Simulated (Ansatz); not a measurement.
`BC(C)F` + `N=C=N` → `BN=C=N` + `CCF` at 400 K and 1 bar (ligand exchange at a B–C bond).

Gas-phase electronic energies from Ansatz, PBE0-D4/def2-TZVP geometries. CBS: MP2 limit from def2 TZ/QZ plus the TZ coupled-cluster correction, frozen cores. This one scheme is used for every species. One conformer a species, not always the lowest.

| species | CCSD(T)/CBS energy (Eh) | H − E (kJ/mol) | S (J/(mol·K)) |
| --- | --- | --- | --- |
| `BC(C)F` | -204.26990 | 230.0 | 326.9 |
| `N=C=N` | -148.62207 | 103.6 | 254.8 |
| `BN=C=N` | -174.03719 | 141.6 | 307.5 |
| `CCF` | -178.90141 | 197.7 | 282.3 |

H − E and S are ideal-gas, rigid-rotor, harmonic terms from PBE0-D4/def2-TZVP, for one conformer and one mirror image of each species. 1 Eh = 2625.50 kJ/mol, R = 8.31446 J/(mol·K).

Q: By hand: ΔE, ΔH, ΔS and ΔG.

A: ΔE = (-174.03719) + (-178.90141) − (-204.26990) − (-148.62207) = -0.04663 Eh = -122.4 kJ/mol. Δ(H − E) = 141.6 + 197.7 − 230.0 − 103.6 = 5.7, so ΔH = -116.7 kJ/mol. ΔS = 307.5 + 282.3 − 326.9 − 254.8 = 8.1 J/(mol·K). ΔG = -116.7 − 400 × (8.1)/1000 = -119.9 kJ/mol.

Q: By hand: the equilibrium constant, and the temperature at which ΔG would vanish if ΔH and ΔS stayed fixed.

A: log₁₀ K = −ΔG/(RT ln 10) = 15.7. ΔH and −TΔS have one sign here, so there is no such temperature.

The number of gas molecules stays the same, so ΔS is small and ΔH decides. A doubt of 5 kJ/mol in ΔE shifts log₁₀ K by 0.7 here. Other conformers and mirror images would add mixing entropy, several J/(mol·K) or more a flexible species. These are equilibria of isolated gas molecules and say nothing of rates. Largest T1 diagnostic: 0.017 (customary marks: 0.02 for closed shells, 0.045 for open ones).

ΔS is within the doubt of such terms, so its sign, and with it that verdict, could turn.
